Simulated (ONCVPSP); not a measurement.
# Which change was made? (Xe, ONCV)

- Element: Xe (Z = 54)
- Generator: ONCVPSP 4.0.1
- Type: optimised norm-conserving Vanderbilt (ONCV)
- Functional: PBE
- Relativity: scalar-relativistic
- Frozen core: [Kr]
- Valence charge: 18
- Reference configuration: 4d10 5s2 5p6
- Partial waves: 5s: rc 1.45 bohr, ncon 4, nbas 7, qcut 4.4 1/bohr, 1 projector; 5p: rc 1.75 bohr, ncon 5, nbas 8, qcut 3.9 1/bohr, 2 projectors, debl 0.4 Ha; 4d: rc 1.30 bohr, ncon 4, nbas 8, qcut 10.4 1/bohr, 1 projector
- Local potential: polynomial inside 1.25 bohr (lpopt 5, dvloc0 0 Ha)
- Core correction: Teter function, fcfact 2.5, rcfact 1.55

Cutoffs, loose and tight: the cutoffs (Ha) at which the residual kinetic energy of the hardest occupied pseudo-wave falls to 1 and 0.1 mHa per electron. They do not see the model core or the augmentation charge, which bear on the density cutoff. Test errors are all-electron minus pseudo excitation energies from the reference, over the configurations 4d10 5s2 5p5; 4d10 5s2 5p4; 4d10 5s2 5p3; 4d10 5s2 5p2; variants that change the core or the reference have their own tests.

The base gives: outcome: generated; cutoff, loose: 49 Ha; cutoff, tight: 62 Ha; bound ghosts: s, p; GHOST(+) flags above zero: p; largest test error (meV): -9.6.

Problem. After one change the result is: outcome: generated; cutoff, loose: 49 Ha; cutoff, tight: 62 Ha; bound ghosts: s; GHOST(+) flags above zero: p; largest test error (meV): -6.6. Which change was it?
A. p: debl 4.8
B. p: debl 1.35
C. p: debl 2.15

Solution. B. The others give: p: debl 4.8 → outcome: generated; cutoff, loose: 49 Ha; cutoff, tight: 62 Ha; bound ghosts: s; GHOST(+) flags above zero: p; largest test error (meV): +21 | p: debl 2.15 → outcome: generated; cutoff, loose: 49 Ha; cutoff, tight: 62 Ha; bound ghosts: s; GHOST(+) flags above zero: p; largest test error (meV): +9.9.
